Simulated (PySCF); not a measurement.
Species: C3H10SSi2.
Numbering: `[SiH3:1][S:2][C@H:3]1[CH2:4][CH2:5][SiH2:6]1` (hydrogens: H7, H8, H9 on Si1; H10 on C3; H11, H12 on C4; H13, H14 on C5; H15, H16 on Si6)

Torsions of this conformer, `[SiH3:1][S:2][C@H:3]1[CH2:4][CH2:5][SiH2:6]1`: Si1–S2–C3–C4 -79°.

The closed-shell ground state was solved at several levels (PySCF, density fitting, gas phase, non-relativistic). The structure is a single PBE0-D3(BJ)/def2-SVP conformer in the gas phase; no vibrational or solvent corrections.

| level | basis functions | total energy (Eh) | HOMO (eV) | LUMO (eV) | gap (eV) | dipole (D) |
| --- | --- | --- | --- | --- | --- | --- |
| B3LYP/pcSseg-1 | 173 | -1097.5154 | -6.52 | -0.31 | 6.21 | 1.85 |
| wB97X-D/def2-SVPD | 215 | -1097.0780 | -8.54 | 1.42 | 9.96 | 1.95 |

Q: What might PBE0/pcSseg-1 (173 basis functions) give for the same quantities?

A: Total energy -1096.9180 Eh, HOMO -6.77 eV, LUMO -0.15 eV, gap 6.62 eV, dipole 1.92 D.

Q: Over all these levels, which gives the widest orbital gap and which the narrowest?

A: wB97X-D/def2-SVPD (range-separated hybrid) has the widest, 9.96 eV, and B3LYP/pcSseg-1 (global hybrid, 20 % exact exchange) the narrowest, 6.21 eV. Functional and basis both differ between the two, so the spread mixes both effects.

Q: How far do the dipole and the HOMO energy spread over the levels?

A: The dipole runs from 1.85 to 1.95 D (mean 1.91 D) and the HOMO from -8.54 to -6.52 eV.

Note: wB97X-D ran without an empirical dispersion term, which enters the total energy and its gradient alone.
